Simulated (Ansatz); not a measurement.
Cost and result for the atomization energy of AsH₅Si (`[SiH3][AsH2]`) (7 atoms, 6 bonds).

Charge 0, multiplicity 1. Correlated methods include outer-core shells of As, which these sets cover unevenly. Scalar relativity is left out up to krypton. Geometry: relaxed with PBE0-D4/def2-TZVP. Program: Ansatz. All runs use 4 threads of an Arm Neoverse V1 on a shared host. Times are those of one run each, without the atoms' runs, and a repeat can differ threefold. Electronic energies, without spin–orbit coupling; frozen cores. CCSD(T)/CBS adds CCSD(T) − MP2 in def2-TZVPP to the MP2 limit, and its time is that of the two runs behind it. T1 = 0.011. With those shells the extrapolation isn't a true limit.

CCSD(T)/CBS is a level of theory with its own doubt, some kJ/mol a heavy atom from the limit and from the frozen cores, so smaller differences don't rank the functionals.

```csv
level,functions,wall time
CCSD(T)/def2-SVP,75,0.9 s
revPBE-D4/def2-TZVPP,160,0.95 s
BLYP-D4/def2-TZVPP,160,0.95 s
PBE-D4/def2-TZVPP (with forces),160,1.1 s
PBE0-D4/def2-TZVPP,160,1.2 s
BHLYP-D4/def2-TZVPP,160,1.2 s
CAM-B3LYP-D4/def2-TZVPP,160,1.4 s
PBE-QIDH/def2-TZVPP,160,2 s
r2SCAN-D4/def2-TZVPP (with forces),160,2.2 s
ωB97M-V/def2-TZVPP (with forces),160,4.8 s
MP2/def2-QZVPP,309,6.5 s
CCSD(T)/def2-TZVPP,160,14 s
CCSD(T)/CBS(def2),–,20 s
```

What atomization energy does each give, and how far from CCSD(T)/CBS? (An estimate is asked.)

Computed: 
| level | atomization (kcal/mol) | difference from CCSD(T)/CBS | per bond |
| --- | --- | --- | --- |
| CCSD(T)/def2-SVP | 404.3 | -34.9 | -5.8 |
| revPBE-D4/def2-TZVPP | 427.7 | -11.5 | -1.9 |
| BLYP-D4/def2-TZVPP | 437.5 | -1.7 | -0.3 |
| PBE-D4/def2-TZVPP (with forces) | 433.4 | -5.8 | -1.0 |
| PBE0-D4/def2-TZVPP | 431.2 | -8.0 | -1.3 |
| BHLYP-D4/def2-TZVPP | 435.5 | -3.7 | -0.6 |
| CAM-B3LYP-D4/def2-TZVPP | 441.2 | 2.0 | 0.3 |
| PBE-QIDH/def2-TZVPP | 428.7 | -10.5 | -1.8 |
| r2SCAN-D4/def2-TZVPP (with forces) | 438.0 | -1.2 | -0.2 |
| ωB97M-V/def2-TZVPP (with forces) | 438.3 | -0.9 | -0.2 |
| MP2/def2-QZVPP | 423.4 | -15.8 | -2.6 |
| CCSD(T)/def2-TZVPP | 428.0 | -11.2 | -1.9 |
| CCSD(T)/CBS(def2) | 439.2 | 0.0 | 0.0 |

The D4 term adds +4.7 kcal/mol with B3LYP and +2.4 kcal/mol with PBE0; it sums over pairs of atoms, weighted by their polarisabilities, and B3LYP, whose exchange is more repulsive, gets the larger term. At CCSD(T), def2-SVP lies −35.0 kcal/mol from the extrapolated value and def2-TZVPP −11.2 kcal/mol: correlation converges slowly with the basis, and small sets miss more of it in the bonded molecule than in its fragments. From PBE to PBE0 (25 % exact exchange), in def2-TZVPP and without D4, the atomization energy moves by −1.7 kcal/mol: exact exchange takes away binding that semilocal exchange gives to molecules.

B3LYP here is the variant with VWN-RPA as its local correlation; programs differ in this.
